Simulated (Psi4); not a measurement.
CH₆BeGeS (SMILES C[S][Be][GeH3]), singlet, geometry from GFN2-xTB (such geometries of metal compounds can be far from the true shape); R2SCAN/cc-pV(Q+d)Z (Psi4).

The Psi4 input:
```
memory 2 GB

molecule mol {
0 1
Be    0.031634   -0.141194   -0.323922
S    -0.363561   -0.836977   -2.032241
C    -2.133025   -1.037497   -2.447704
H    -2.582945   -1.760865   -1.776549
H    -2.164350   -1.403121   -3.469362
H    -2.636198   -0.079606   -2.376184
Ge    0.721159    0.646172    1.548815
H     0.956997   -0.295126    2.691687
H     2.005916    1.414807    1.611036
H    -0.167903    1.627794    2.255055
}

set {
  basis cc-pv(q+d)z
  reference rks
}

energy('r2scan')
print_variables()
```

### Question
Write the output that Psi4 gives for this input, abridged.

### Answer

```
   => Loading Basis Set <=

    Name: CC-PV(Q+D)Z
    Role: ORBITAL
    Keyword: BASIS

         ---------------------------------------------------------
                                   SCF
               by Justin Turney, Rob Parrish, Andy Simmonett
                          and Daniel G. A. Smith
                              RKS Reference
         ---------------------------------------------------------

  ==> Geometry <==

    Molecular point group: c1
    Full point group: C1

    Geometry (in Angstrom), charge = 0, multiplicity = 1:

       Center              X                  Y                   Z               Mass
    ------------   -----------------  -----------------  -----------------  -----------------
         BE          -0.056739954965    -0.192215859419    -0.445401112253     9.012183065000
         S           -0.451934954965    -0.887998859419    -2.153720112253    31.972071174400
         C           -2.221398954965    -1.088518859419    -2.569183112253    12.000000000000
         H           -2.671318954965    -1.811886859419    -1.898028112253     1.007825032230
         H           -2.252723954965    -1.454142859419    -3.590841112253     1.007825032230
         H           -2.724571954965    -0.130627859419    -2.497663112253     1.007825032230
         GE           0.632785045035     0.595150140581     1.427335887747    73.921177761000
         H            0.868623045035    -0.346147859419     2.570207887747     1.007825032230
         H            1.917542045035     1.363785140581     1.489556887747     1.007825032230
         H           -0.256276954965     1.576772140581     2.133575887747     1.007825032230

  Running in c1 symmetry.

  Rotational constants: A =      0.54966  B =      0.02880  C =      0.02774 [cm^-1]
  Rotational constants: A =  16478.28426  B =    863.25768  C =    831.65643 [MHz]
  Nuclear repulsion =  243.523623744589287

  Charge       = 0
  Multiplicity = 1
  Electrons    = 64
  Nalpha       = 32
  Nbeta        = 32

  ==> Algorithm <==

  SCF Algorithm Type is DF.
  DIIS enabled.
  MOM disabled.
  Fractional occupation disabled.
  Guess Type is SAD.
  Energy threshold   = 1.00e-06
  Density threshold  = 1.00e-06
  Integral threshold = 1.00e-12

  ==> Primary Basis <==

  Basis Set: CC-PV(Q+D)Z
    Blend: CC-PV(Q+D)Z
    Number of shells: 128
    Number of basis functions: 422
    Number of Cartesian functions: 514
    Spherical Harmonics?: true
    Max angular momentum: 4

  ==> DFT Potential <==

   => LibXC <=

    Version 7.1.2
    S. Lehtola, C. Steigemann, M. J. T. Oliveira, and M. A. L. Marques,  SoftwareX 7, 1–5 (2018) (10.1016/j.softx.2017.11.002)

   => Composite Functional: R2SCAN <=

    r2SCAN Meta-GGA XC Functional  (0.1021/acs.jpclett.0c02405)
    J. W. Furness, A. D. Kaplan, J. Ning, J. P. Perdew, J. Sun  J. Phys. Chem. Lett.  11, 8208–8215, 2020

    Deriv               =              1
    GGA                 =           TRUE
    Meta                =           TRUE

    Exchange Hybrid     =          FALSE
    MP2 Hybrid          =          FALSE

   => Exchange Functionals <=

    1.0000   XC_MGGA_X_R2SCAN

   => Correlation Functionals <=

    1.0000   XC_MGGA_C_R2SCAN

   => LibXC Density Thresholds  <==

    XC_MGGA_C_R2SCAN:  1.00E-15
    XC_MGGA_X_R2SCAN:  1.00E-11

   => Molecular Quadrature <=

    Radial Scheme          =       TREUTLER
    Pruning Scheme         =           NONE
    Nuclear Scheme         =       TREUTLER

    Blocking Scheme        =         OCTREE
    BS radius alpha        =              1
    Pruning alpha          =              1
    Radial Points          =             75
    Spherical Points       =            302
    Total Points           =         217080
    Total Blocks           =           1682
    Max Points             =            256
    Max Functions          =            346
    Weights Tolerance      =       1.00E-15

   => Loading Basis Set <=

    Name: (CC-PV(Q+D)Z AUX)
    Role: JKFIT
[...]
    wK tasked:                   No
    Algorithm:                 Core
    Schwarz Cutoff:           1E-12
    Mask sparsity (%):      18.8170
    Fitting Condition:        1E-10

   => Auxiliary Basis Set <=

  Basis Set: (CC-PV(Q+D)Z AUX)
    Blend: CC-PVQZ-JKFIT + DEF2-UNIVERSAL-JKFIT
    Number of shells: 215
    Number of basis functions: 829
    Number of Cartesian functions: 1079
    Spherical Harmonics?: true
    Max angular momentum: 5

  Minimum eigenvalue in the overlap matrix is 8.7983731286E-05.
  Reciprocal condition number of the overlap matrix is 1.0253576839E-05.
    Using symmetric orthogonalization.

  ==> Pre-Iterations <==

  SCF Guess: Superposition of Atomic Densities via on-the-fly atomic UHF (no occupation information).

   -------------------------
    Irrep   Nso     Nmo
   -------------------------
     A        422     422
   -------------------------
    Total     422     422
   -------------------------

  ==> Iterations <==

                           Total Energy        Delta E     RMS |[F,P]|

   @DF-RKS iter SAD: -2528.25639587317664   -2.52826e+03   0.00000e+00
   @DF-RKS iter   1: -2529.63532232489115   -1.37893e+00   7.02678e-03 ADIIS/DIIS
   @DF-RKS iter   2: -2471.33664613089104    5.82987e+01   2.80953e-02 ADIIS/DIIS
   @DF-RKS iter   3: -2531.20709619534364   -5.98705e+01   2.37842e-03 ADIIS/DIIS
   @DF-RKS iter   4: -2531.24942418298542   -4.23280e-02   2.04816e-03 ADIIS/DIIS
   @DF-RKS iter   5: -2531.67980787168244   -4.30384e-01   2.42181e-04 ADIIS/DIIS
   @DF-RKS iter   6: -2531.68310877128170   -3.30090e-03   1.84941e-04 ADIIS/DIIS
   @DF-RKS iter   7: -2531.68648667180514   -3.37790e-03   3.77413e-05 DIIS
   @DF-RKS iter   8: -2531.68660627925738   -1.19607e-04   1.30884e-05 DIIS
   @DF-RKS iter   9: -2531.68662514635980   -1.88671e-05   4.12117e-06 DIIS
   @DF-RKS iter  10: -2531.68662722132876   -2.07497e-06   8.50634e-07 DIIS
   @DF-RKS iter  11: -2531.68662729438438   -7.30556e-08   1.79303e-07 DIIS
  Energy and wave function converged.

  ==> Post-Iterations <==

   Electrons on quadrature grid:
      Ntotal   =   63.9999973390 ; deviation = -2.661e-06

    Orbital Energies [Eh]
    ---------------------

    Doubly Occupied:

[...]
    Virtual:

[...]
    Final Occupation by Irrep:
              A
    DOCC [    32 ]
    NA   [    32 ]
    NB   [    32 ]

  @DF-RKS Final Energy: -2531.68662729438438

   => Energetics <=

    Nuclear Repulsion Energy =            243.5236237445892868
    One-Electron Energy =               -4005.3880687620189747
    Two-Electron Energy =                1345.4239430021882526
    DFT Exchange-Correlation Energy =    -115.2461252791426745
    Empirical Dispersion Energy =           0.0000000000000000
    VV10 Nonlocal Energy =                  0.0000000000000000
    Total Energy =                      -2531.6866272943843796

Computation Completed

Properties will be evaluated at   0.000000,   0.000000,   0.000000 [a0]

Properties computed using the SCF density matrix

 Multipole Moments:

 ------------------------------------------------------------------------------------
     Multipole            Electronic (a.u.)      Nuclear  (a.u.)        Total (a.u.)
 ------------------------------------------------------------------------------------

 L = 1.  Multiply by 2.5417464519 to convert [e a0] to [Debye]
 Dipole X            :          9.8226566          -10.6881362           -0.8654796
 Dipole Y            :          5.9511277           -6.1707155           -0.2195878
 Dipole Z            :         14.2044781          -14.6919936           -0.4875155
 Magnitude           :                                                    1.0173225

 ------------------------------------------------------------------------------------

  Variable Map:
  ----------------------------------------------------------------------------
[...]
  Array Variable Map:
  ----------------------------------------------------------------------------
[...]
[...]
```
